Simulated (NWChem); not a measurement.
Species: Si$_{2}$H$_{4}$, singlet; SMILES [SiH][SiH3]

Computed with NWChem. Pople sets run with spherical d functions. Low-valent species are run as closed-shell singlets; no triplet was tried in these runs. Each level has its own optimisation; frequencies are unscaled. Brackets give each atom's bonded neighbours.

For level Hartree-Fock/6-31G*:

```yaml
r H–Si [H(Si)–Si(HSi)] (Å): 1.509
r Si–Si (Å): 2.400
highest harmonic frequency (cm⁻¹): 2358
lowest (cm⁻¹): 122
zero-point energy (kcal/mol): 20.7
dipole (D): 0.38
```

Problem. What are these values for level Hartree-Fock/STO-3G?

Solution. The r H–Si [H(Si)–Si(HSi)] (Å) is 1.459. The r Si–Si (Å) comes out as 2.292. The highest harmonic frequency (cm⁻¹) comes out as 2891, the lowest (cm⁻¹) is 143 and the zero-point energy (kcal/mol) is 25.6. The dipole (D) is 0.89.
